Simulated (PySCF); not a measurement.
## Mn+: excitation energy

Mn+ [Ar] 3d5 4s1 (7S) → Mn+ [Ar] 3d6 (5D), as a difference of total energies. All numbers are calculated (PySCF 2.14, the spin-free X2C one-electron Hamiltonian (Gaussian nucleus), in x2c-QZVPPall with one added diffuse shell each of s, p, d, f, g type (12s8p6d5f3g, 128 functions)). Correlated levels: valence: [Ar] frozen; valence and next inner shell: [Ne] frozen. The calculations carry no spin-orbit coupling.

Question: Order these methods by the excitation energy they give, lowest first.
A. SCS-MP2 (valence and next inner shell)
B. r2SCAN
C. PBE
D. PBE0

Answer: C (12035 cm⁻¹), A (12443 cm⁻¹), D (14471 cm⁻¹), B (16720 cm⁻¹).

Errors of the correlated levels include the incompleteness of this basis and the frozen core.

For comparison: 14586 cm⁻¹ (measured; NIST levels, between the centres of gravity of the two terms).
